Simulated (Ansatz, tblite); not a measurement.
Forces on SiH(vinyl)3 (C6H10Si) at its B3LYP-D4/def2-SVP geometry. Total charge 0; singlet.

The xTB rows come from tblite. Correlated methods freeze 11 core orbitals.

GFN1-xTB (tblite), largest force 0.79 eV/Å:

```xyz
17
positions Å, forces eV/Å
Si    0.086    0.013    0.037    0.727    0.099    0.301
H     1.455    0.199    0.604   -0.539   -0.073   -0.223
C    -0.051    0.980   -1.565   -0.019    0.028   -0.056
C     0.952    1.691   -2.098    0.012    0.090   -0.137
H    -1.010    0.964   -2.104    0.220    0.102   -0.034
H     1.935    1.753   -1.617   -0.353    0.025   -0.246
H     0.843    2.247   -3.037    0.116   -0.162    0.325
C    -1.181    0.641    1.272   -0.055    0.018    0.033
C    -0.867    1.184    2.456   -0.091    0.061    0.122
H    -2.246    0.561    1.012    0.130    0.085    0.189
H     0.174    1.296    2.782   -0.427   -0.010   -0.056
H    -1.629    1.543    3.157    0.319   -0.099   -0.184
C    -0.198   -1.813   -0.294   -0.024   -0.060   -0.016
C     0.704   -2.770   -0.036   -0.002   -0.163   -0.020
H    -1.162   -2.121   -0.725    0.205   -0.113    0.072
H     1.686   -2.537    0.393   -0.359   -0.169   -0.167
H     0.510   -3.829   -0.240    0.142    0.340    0.097
```

GFN2-xTB (tblite), largest force 1.08 eV/Å:

```
Si 0.613 0.084 0.255
H -0.323 -0.044 -0.133
C 0.380 0.639 -0.787
C -0.350 -0.218 0.136
H 0.427 0.013 0.229
H -0.575 -0.047 -0.263
H 0.077 -0.266 0.467
C -0.309 0.451 0.934
C -0.145 -0.168 -0.373
H 0.467 0.041 0.124
H -0.595 -0.073 -0.206
H 0.395 -0.171 -0.331
C 0.285 -1.045 -0.005
C -0.320 0.277 -0.098
H 0.427 0.125 0.190
H -0.572 -0.115 -0.248
H 0.119 0.518 0.109
```

PBE-QIDH/def2-TZVP (Ansatz), largest force 0.49 eV/Å:

```
Si -0.020 -0.004 -0.010
H -0.177 -0.024 -0.073
C 0.055 0.126 -0.169
C -0.070 -0.068 0.066
H 0.417 0.033 0.191
H -0.452 -0.051 -0.183
H 0.023 -0.255 0.416
C -0.085 0.089 0.180
C -0.001 -0.050 -0.107
H 0.433 0.054 0.148
H -0.450 -0.068 -0.180
H 0.321 -0.167 -0.329
C 0.036 -0.215 -0.009
C -0.061 0.100 -0.013
H 0.415 0.084 0.181
H -0.446 -0.063 -0.191
H 0.063 0.478 0.081
```
